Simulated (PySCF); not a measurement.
PySCF input file for GeH₃, SMILES [GeH3-], charge -1, PBE-D3(BJ)/def2-TZVPD. Geometry optimised at PBE-D3(BJ)/def2-TZVPD.

```python
import numpy as np
from pyscf import gto, scf, dft, df
from pyscf.hessian import thermo

mol = gto.M(
    atom='''
    Ge    0.00000000    0.00000000   -0.07825023
    H     1.17022451    0.67562944    0.83466913
    H    -1.17022453    0.67562941    0.83466912
    H     0.00000001   -1.35125889    0.83466909
    ''',
    basis='def2-TZVPD',
    charge=-1,
    spin=0,
    max_memory=1600,
    verbose=3,
)
mf = dft.RKS(mol, xc='pbe').density_fit(auxbasis='def2-universal-jkfit')
mf.disp = 'd3bj'
mf.grids.level = 3
mf.conv_tol = 1e-11
mf.max_cycle = 100
mf.kernel()

# [left out here: the lines that compute and print the analytic Hessian (its translational invariance restored by hand, since the grid's response is missing), thermochemistry and intensities]
```

Program output:

```
converged SCF energy = -2078.47799654769

WARN: DFTD3 does not support analytical Hessian, using finite difference


WARN: Mole.unit (angstrom) is changed to Bohr

Mode                                 0                   1                   2
Irrep
Freq [cm^-1]                      805.4182            852.7223            852.7307
Reduced mass [au]                   1.0382              1.0156              1.0156
Force const [Dyne/A]                0.3968              0.4351              0.4351
Char temp [K]                    1158.8174           1226.8776           1226.8896
Normal mode                   x     y     z       x     y     z       x     y     z
       0  Ge                -0.00  0.00  0.02   -0.00  0.01 -0.00    0.01  0.00  0.00
       1   H                 0.25  0.15 -0.48    0.40 -0.51 -0.14    0.02  0.36 -0.30
       2   H                -0.25  0.15 -0.48   -0.40 -0.44 -0.19   -0.05 -0.44  0.27
       3   H                 0.00 -0.29 -0.48    0.06  0.22  0.33   -0.70  0.02  0.03
Mode                                 3                   4                   5
Irrep
Freq [cm^-1]                     1691.7103           1699.3372           1699.3612
Reduced mass [au]                   1.0185              1.0219              1.0219
Force const [Dyne/A]                1.7174              1.7386              1.7386
Char temp [K]                    2433.9944           2444.9679           2445.0024
Normal mode                   x     y     z       x     y     z       x     y     z
       0  Ge                -0.00 -0.00  0.01    0.01 -0.00  0.00    0.00  0.01  0.00
       1   H                -0.43 -0.25 -0.29   -0.37 -0.22 -0.29   -0.45 -0.25 -0.34
       2   H                 0.43 -0.25 -0.29   -0.57  0.33  0.44    0.10 -0.05 -0.08
       3   H                -0.00  0.50 -0.29    0.01  0.23 -0.16    0.00 -0.63  0.42
temperature 298.1500 [K]
pressure 101325.00 [Pa]
Rotational constants [GHz] 97.55805 97.55805 91.52891
Symmetry number 3
Zero-point energy (ZPE) 0.01732 [Eh]   45465.750 [J/mol]
                           tot       elec      trans        rot        vib
Entropy [J/mol/K]       225.190      0.000    162.700     60.167      2.322
Cv [J/mol/K]             32.845      0.000     12.472     12.472      7.902
Cp [J/mol/K]             41.159      0.000     20.786     12.472      7.902
Internal energy [J/mol]                      3718.434   3718.434  46023.071
Internal energy [Eh]   -2078.45763  -2078.47800
Enthalpy [J/mol]                             6197.391   3718.434  46023.071
Enthalpy [Eh]          -2078.45669
Gibbs free energy [J/mol]                  -42311.756 -14220.384  45330.691
Gibbs free energy [Eh] -2078.48226
mode   freq/cm-1   IR/(km/mol)
   1      805.42       127.095
   2      852.72        40.136
   3      852.73        40.150
   4     1691.71       559.724
   5     1699.34       654.661
   6     1699.36       654.479
max |gradient| / (hartree/bohr): 1.631135798403498e-05
APT charges: [ 0.1597 -0.3866 -0.3866 -0.3866]
```

Self-consistency was reached.
